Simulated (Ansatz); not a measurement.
Consider the ligand exchange at the Si–O bond: `[BH2][AlH][O][SiH2]C` + HBr → `C[SiH2]Br` + `[BH2][AlH][OH]`.

Calculated with Ansatz (gas phase, PBE0-D4/def2-TZVP geometries, no zero-point term in ΔE). CCSD(T)/CBS adds triple-zeta CCSD(T) − MP2 to the extrapolated MP2 energy (def2 sets, frozen cores). DFT in def2-TZVPP. B3LYP here is the variant with VWN-RPA as its local correlation; programs differ in this. For Br outer-core shells are correlated without core-valence functions, which leaves a few kJ/mol of doubt a bond. Scalar relativity is left out up to krypton. Each species was taken in one conformer, which may not be the lowest.

**Question.** Is it downhill or uphill in electronic energy at CCSD(T)/CBS, and by how much? (An estimate is asked.)

**Answer.** Computed: Uphill: ΔE = +3.1 kcal/mol.

**Question.** What do these levels give: r2SCAN-D4, PBE, r2SCAN, PBE0, B3LYP, SCS-MP2/def2-TZVPP, CCSD/def2-TZVPP, MP2/def2-QZVPP, SCS-MP2/def2-QZVPP, HF/CBS(def2), MP2/CBS(def2), CCSD/CBS(def2)? (An estimate is asked.)

**Answer.** The calculation gave: r2SCAN-D4 3.2, PBE 0.8, r2SCAN 3.0, PBE0 1.4, B3LYP 4.1, SCS-MP2/def2-TZVPP 4.5, CCSD/def2-TZVPP 4.9, MP2/def2-QZVPP 2.7, SCS-MP2/def2-QZVPP 3.9, HF/CBS(def2) 6.7, MP2/CBS(def2) 1.9, CCSD/CBS(def2) 3.5 kcal/mol.

Largest T1 diagnostic among the species: 0.012.

In def2-TZVPP, CCSD(T) changes the Hartree–Fock value by −1.6 kcal/mol (the triples alone add −0.4 kcal/mol) and MP2 by −2.9 kcal/mol.
